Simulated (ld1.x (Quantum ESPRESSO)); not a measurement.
**thulium (Tm), TM: configuration errors across variants**

ld1.x (Quantum ESPRESSO) 7.5 input, shortened:

```
&input
   title='Tm', zed=69., rel=1, dft='PBESOL', iswitch=3,
   config='[Xe] 4f13 5d0 6s2 6p0'
 /
 &inputp
   pseudotype=2, tm=.true., lloc=0,
   nlcc=.true., new_core_ps=.true.
 /
4
6P  2  1   0.00   0.00  3.15  3.15  0.0
5D  3  2   0.00   0.00  2.05  2.05  0.0
4F  4  3  13.00   0.00  1.15  1.15  0.0
6S  1  0   2.00   0.00  2.45  2.45  0.0
 &test
   configts(1)='4f13 5d0 6s2 6p0'
 /
```

All-electron excitation energies from the reference (eV): (1) 4f13 5d0 6s1 6p0 6.470; (2) 4f13 5d0 6s0 6p0 18.451; (3) 4f12 5d0 6s0 6p0 44.914; (4) 4f13 5d0 6s1 6p1 2.878; (5) 4f13 5d0.5 6s1.5 6p0 1.550; (6) 4f13 5d0 6s0 6p2 5.923.

Tests that are not counted but printed errors over 1 eV. “base”: 4f14 5d0 6s0 6p0 (solver errors, printed error -2791 eV). “all radii but the core radius scaled by about 0.90 (s 2.20, p 2.82, d 1.84, f 1.02 bohr)”: 4f14 5d0 6s0 6p0 (solver errors, printed error -2837 eV). “all radii but the core radius scaled by about 1.07 (s 2.64, p 3.38, d 2.20, f 1.24 bohr)”: 4f14 5d0 6s0 6p0 (solver errors, printed error -2748 eV). “all radii but the core radius scaled by about 1.14 (s 2.80, p 3.60, d 2.34, f 1.32 bohr)”: 4f14 5d0 6s0 6p0 (solver errors, printed error -2716 eV). “all radii but the core radius scaled by about 1.40 (s 3.44, p 4.42, d 2.88, f 1.62 bohr)”: 4f14 5d0 6s0 6p0 (solver errors, printed error -1.0 eV).

1 further variants failed, have other tests or too few solved ones, and are left out.

A true bound ghost makes a file unfit for plane-wave use even where its test errors are small: the radial tests pick states by their node count and pass the ghost by. Where a test does run into it, the solver fails or the error is huge.

Errors AE − PS in meV (a dash: test not solved or not reliable):

```tsv
change	(1)	(2)	(3)	(4)	(5)	(6)	bound ghosts
base	-5.2	-68	-2676	-5.3	-3.9	-23	none
all radii but the core radius scaled by about 0.84 (s 2.06, p 2.64, d 1.72, f 0.96 bohr)	+15	-58	-3452	+0.1	-5.5	-21	p
all radii but the core radius scaled by about 0.90 (s 2.20, p 2.82, d 1.84, f 1.02 bohr)	+1.1	-60	-3099	-2.8	-4.0	-17	p
all radii but the core radius scaled by about 1.07 (s 2.64, p 3.38, d 2.20, f 1.24 bohr)	-7.0	-71	-2472	-7.1	-4.3	-30	none
all radii but the core radius scaled by about 1.14 (s 2.80, p 3.60, d 2.34, f 1.32 bohr)	-7.8	-72	-2360	-8.4	-4.7	-36	none
all radii but the core radius scaled by about 1.32 (s 3.24, p 4.16, d 2.70, f 1.52 bohr)	-7.8	-71	-2182	-9.2	-4.6	-40	none
all radii but the core radius scaled by about 1.40 (s 3.44, p 4.42, d 2.88, f 1.62 bohr)	-7.3	-74	-2116	-9.2	-3.9	-41	none
```

(1) Give the same row for: all radii but the core radius scaled by about 1.22 (s 3.00, p 3.86, d 2.50, f 1.40 bohr).

Results:

(1) -7.9, -71, -2267, -8.8, -4.8, -38; bound ghosts: none. Not counted: 4f14 5d0 6s0 6p0 (solver errors, printed error -2657 eV).
